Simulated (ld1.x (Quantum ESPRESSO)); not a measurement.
Co (Z = 27) ultrasoft: all-electron and pseudo phase curves

cobalt (Co), ultrasoft, made with ld1.x (Quantum ESPRESSO) 7.5 (PBEsol, scalar-relativistic). Core [Ar], reference 3d7 4s1.5 4p0.5. Waves: 4s (bound): rcut 1.75, rcutus 2.15 bohr; 4s channel at 0.25 Ry: rcut 1.75, rcutus 2.15 bohr; 4p (bound): rcut 2.45, rcutus 3.00 bohr; 4p channel at 2.75 Ry: rcut 2.45, rcutus 3.00 bohr; 3d (bound): rcut 1.50, rcutus 1.95 bohr; 3d channel at -0.2 Ry: rcut 1.50, rcutus 1.95 bohr. Local part: all-electron potential smoothed inside 1.50 bohr (lloc = -1). Core correction: none. Augmentation charge: built from norm-conserving waves at rcut, not smoothed further.

The phase is arctan(r·u′/u) with u = r·R(r), unwrapped; energies in Ry, scanned from -3 to 5 Ry. A pole is an energy at which the radial function vanishes at the test radius. The pseudo phase is shifted by a multiple of π to meet the all-electron one at the reference energy, and phase errors are pseudo minus all-electron; the curves can meet again beyond the range given. Levels narrower than the energy grid can be missing from the lists of poles.

```tsv
channel	radius (bohr)	reference energy (Ry)	poles, all-electron	poles, pseudo	unbroken range about the reference energy with phases within 0.05 rad	phase error 1 Ry above the reference energy (rad)
s	3.23	-0.45	0.24	0.24	the whole range	+0.000
p	3.23	-0.13	1.00	1.34, 2.36	below 0.9	+0.048
d	3.23	-0.67	-0.64, 2.39	-0.64, 2.38	below 4.5	-0.001
```

The ghost test of this file was not conclusive. Its overlap operator is not positive definite in a basis up to 400 Ry (lowest eigenvalue p -0.51), so the file is unfit for use: the generalised eigenproblem breaks down once the basis is large enough, and its test numbers describe a broken file.

Phases in the s channel:

```json
{"E (Ry)": "-3.00", "all-electron": "1.369", "pseudo": "1.369"}
{"E (Ry)": "-2.76", "all-electron": "1.358", "pseudo": "1.358"}
{"E (Ry)": "-2.52", "all-electron": "1.344", "pseudo": "1.344"}
{"E (Ry)": "-2.28", "all-electron": "1.327", "pseudo": "1.327"}
{"E (Ry)": "-2.04", "all-electron": "1.305", "pseudo": "1.305"}
{"E (Ry)": "-1.80", "all-electron": "1.275", "pseudo": "1.275"}
{"E (Ry)": "-1.56", "all-electron": "1.234", "pseudo": "1.234"}
{"E (Ry)": "-1.32", "all-electron": "1.169", "pseudo": "1.169"}
{"E (Ry)": "-1.08", "all-electron": "1.051", "pseudo": "1.051"}
{"E (Ry)": "-0.84", "all-electron": "0.771", "pseudo": "0.771"}
{"E (Ry)": "-0.60", "all-electron": "-0.111", "pseudo": "-0.111"}
{"E (Ry)": "-0.36", "all-electron": "-1.077", "pseudo": "-1.077"}
{"E (Ry)": "-0.12", "all-electron": "-1.393", "pseudo": "-1.393"}
{"E (Ry)": "0.12", "all-electron": "-1.528", "pseudo": "-1.528"}
{"E (Ry)": "0.36", "all-electron": "-1.607", "pseudo": "-1.607"}
{"E (Ry)": "0.60", "all-electron": "-1.666", "pseudo": "-1.666"}
{"E (Ry)": "0.84", "all-electron": "-1.719", "pseudo": "-1.719"}
{"E (Ry)": "1.08", "all-electron": "-1.774", "pseudo": "-1.774"}
{"E (Ry)": "1.32", "all-electron": "-1.841", "pseudo": "-1.840"}
{"E (Ry)": "1.56", "all-electron": "-1.936", "pseudo": "-1.933"}
{"E (Ry)": "1.80", "all-electron": "-2.091", "pseudo": "-2.085"}
{"E (Ry)": "2.04", "all-electron": "-2.404", "pseudo": "-2.385"}
{"E (Ry)": "2.28", "all-electron": "-3.077", "pseudo": "-3.031"}
{"E (Ry)": "2.52", "all-electron": "-3.833", "pseudo": "-3.794"}
{"E (Ry)": "2.76", "all-electron": "-4.207", "pseudo": "-4.185"}
{"E (Ry)": "3.00", "all-electron": "-4.383", "pseudo": "-4.369"}
{"E (Ry)": "3.24", "all-electron": "-4.481", "pseudo": "-4.471"}
{"E (Ry)": "3.48", "all-electron": "-4.544", "pseudo": "-4.535"}
{"E (Ry)": "3.72", "all-electron": "-4.588", "pseudo": "-4.580"}
{"E (Ry)": "3.96", "all-electron": "-4.621", "pseudo": "-4.614"}
{"E (Ry)": "4.20", "all-electron": "-4.648", "pseudo": "-4.641"}
{"E (Ry)": "4.44", "all-electron": "-4.670", "pseudo": "-4.663"}
{"E (Ry)": "4.68", "all-electron": "-4.689", "pseudo": "-4.682"}
{"E (Ry)": "4.92", "all-electron": "-4.706", "pseudo": "-4.699"}
```
